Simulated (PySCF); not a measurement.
First SCF of a structure search on singlet SiOBr2, at a hand-made T-shaped (ligand arrangement 1) geometry. PySCF input:

```python
from pyscf import gto, scf, dft
mol = gto.M(atom='''
Si     0.000000     0.000000     0.000000
O     -1.639000     0.000000     0.057200
Br     0.000000     0.000000     2.300000
Br     2.298600     0.000000     0.080300''',
    basis={'Si': 'def2-SVP', 'O': 'def2-SVP', 'Br': 'def2-SVP'},
    charge=0, spin=0)
mf = dft.RKS(mol, xc='PBE0')
mf.grids.atom_grid = (50, 194)
aux = {'Si': 'def2-universal-JKFIT', 'O': 'def2-universal-JKFIT', 'Br': 'def2-universal-JKFIT'}
mf = mf.density_fit(auxbasis=aux)
mf.conv_tol = 1e-08
mf.diis_space = 10
mf.max_cycle = 60
mf.init_guess = 'minao'
mf.verbose = 4
mf.kernel()
```

Excerpt of the output (cycles and frontier levels):

```
init E= -5509.56008530041
  HOMO = -0.307775134239872  LUMO = -0.186910941834056  gap/eV = 3.28888
cycle= 1 E= -5511.15048710239  delta_E= -1.59  |g|= 1.05  |ddm|= 2.43
  HOMO = -0.113035236476632  LUMO = -0.0900546129270654  gap/eV = 0.62533
cycle= 2 E= -5506.66583819506  delta_E= 4.48  |g|=  3.6  |ddm|= 4.67
  HOMO = -0.246325604435459  LUMO = -0.194974665717866  gap/eV = 1.39733
cycle= 3 E= -5511.40783505181  delta_E= -4.74  |g|= 0.345  |ddm|= 4.12
  HOMO = -0.257904710625688  LUMO = -0.147532722203241  gap/eV = 3.00337
cycle= 4 E= -5511.40934472639  delta_E= -0.00151  |g|=  0.4  |ddm|= 0.949
  HOMO = -0.277094023550332  LUMO = -0.171795648736602  gap/eV = 2.86531
cycle= 5 E= -5511.45054788882  delta_E= -0.0412  |g|= 0.114  |ddm|= 0.403
  HOMO = -0.276402709040728  LUMO = -0.170716896205877  gap/eV = 2.87586
cycle= 6 E= -5511.4529588472  delta_E= -0.00241  |g|= 0.0604  |ddm|= 0.0581
  HOMO = -0.278778643701142  LUMO = -0.170941506310927  gap/eV = 2.93440
cycle= 7 E= -5511.45378593988  delta_E= -0.000827  |g|= 0.0128  |ddm|= 0.0476
  HOMO = -0.277959141037744  LUMO = -0.170824813882434  gap/eV = 2.91527
cycle= 8 E= -5511.45381939245  delta_E= -3.35e-05  |g|= 0.00429  |ddm|= 0.0144
  HOMO = -0.278175505538783  LUMO = -0.170791557330212  gap/eV = 2.92207
cycle= 9 E= -5511.45382408866  delta_E= -4.7e-06  |g|= 0.000896  |ddm|= 0.00584
  HOMO = -0.278178120656703  LUMO = -0.170845181753617  gap/eV = 2.92068
cycle= 10 E= -5511.4538242665  delta_E= -1.78e-07  |g|= 0.000185  |ddm|= 0.001
  HOMO = -0.278167814609778  LUMO = -0.170834052657447  gap/eV = 2.92070
cycle= 11 E= -5511.4538242743  delta_E= -7.8e-09  |g|= 7.06e-05  |ddm|= 0.000232
  HOMO = -0.278162180222672  LUMO = -0.170834640756525  gap/eV = 2.92053
Extra cycle  E= -5511.45382426348  delta_E= 1.08e-08  |g|= 0.000229  |ddm|= 0.000251
converged SCF energy = -5511.45382426348
```

No lower solution of this spin was found by a stability analysis within the restricted form, which does not test spin polarisation.

The search for the lowest solution, with the stability check, took 34 s on 2 threads of a shared Intel Xeon @ 2.50GHz (Skylake/Cascade Lake) host, with 96 basis functions; the process peaked at 0.35 GiB.
